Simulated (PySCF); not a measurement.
C₄H₈Si. Atoms are numbered in the order given.

```xyz
13

Si    -0.3893     0.4178     0.0000
C     -1.1609    -0.3101     1.5543
C     -1.1609    -0.3101    -1.5543
C      1.4214     0.0583     0.0000
C      2.6122    -0.1975     0.0000
H     -0.5545     1.9015     0.0000
H     -2.2412    -0.0940     1.5891
H     -0.6965     0.1104     2.4599
H     -1.0271    -1.4034     1.5779
H     -0.6965     0.1104    -2.4599
H     -1.0271    -1.4034    -1.5779
H     -2.2412    -0.0940    -1.5891
H      3.6635    -0.4203     0.0000
```

Geometry: B3LYP-D3(BJ)/def2-SVP.

Level of theory: PBE0/def2-TZVP (PySCF).

Gas-phase values at a fixed geometry.

Estimate the frontier levels, gap, dipole moment and polarisability. (The exact figures need the calculation; the answer reports its results.)


```json
{
 "highest_occupied_level": "-7.95 eV",
 "lowest_empty_level": "0.16 eV",
 "orbital_gap": "8.11 eV",
 "dipole_moment": "0.144 e·Å",
 "quadrupole, principal values (traceless, Buckingham form, about the centre of nuclear charge)": "-4.41, -2.46, 6.87 D·Å",
 "mean_static_polarisability": "71.7 bohr³ (10.62 Å³)",
 "polarisability_principal_values": "58.6, 66.4, 90.1 bohr³"
}
```
